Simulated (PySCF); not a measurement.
CH2AlNO2, singlet, at a GFN2-xTB geometry (such geometries of metal compounds can be far from the true shape). Base run: PySCF with B3LYP/6-31G.

Input for PySCF:
```python
from pyscf import gto, scf, dft, solvent

mol = gto.M(
    atom='''
Al   -0.426977   -1.162881   -0.128209
H    -1.512952   -1.611102   -1.061901
N    -0.009982    0.583285   -0.150808
C     0.180188    1.757812   -0.252685
O     0.371137    2.894220   -0.344584
O     0.296600   -2.267507    0.833673
H     0.710500   -2.915008    1.387673
''',
    basis='6-31g',
    charge=0,
    spin=0,
    verbose=4,
)

mf = dft.RKS(mol)
mf.xc = 'b3lyp'
mf.kernel()
mf.analyze()
```

Each row names what was changed in the base input (with any setting that the change needs).

```csv
change,ΔE vs base (kJ/mol),dipole (D),HOMO-LUMO gap (eV)
base,0.00,3.30,7.01
model = IEF-PCM; solvent = chloroform; r_probe = 0.5,-8.16,3.62,7.20
model = COSMO; solvent = chloroform,-20.84,3.77,7.34
model = IEF-PCM; solvent = chloroform; vdw_scale = 1.0,-47.7,4.03,7.58
model = IEF-PCM; solvent = chloroform; lebedev_order = 11,-20.49,3.82,7.34
model = IEF-PCM; solvent = n-hexane,-10.76,3.58,7.19
model = ddCOSMO; solvent = chloroform,-15.28,3.73,7.28
model = IEF-PCM; solvent = chloroform; vdw_scale = 1.1,-30.8,3.91,7.45
model = IEF-PCM; solvent = chloroform; vdw_scale = 1.4,-11.36,3.68,7.23
model = IEF-PCM; solvent = methanol,-28.7,3.97,7.47
model = IEF-PCM; solvent = chloroform,-21.07,3.81,7.35
model = IEF-PCM; solvent = chloroform; lebedev_order = 41,-21.13,3.81,7.35
```

The base is the gas phase, so ΔE is the electrostatic part of solvation at a fixed geometry, without cavity and dispersion terms.
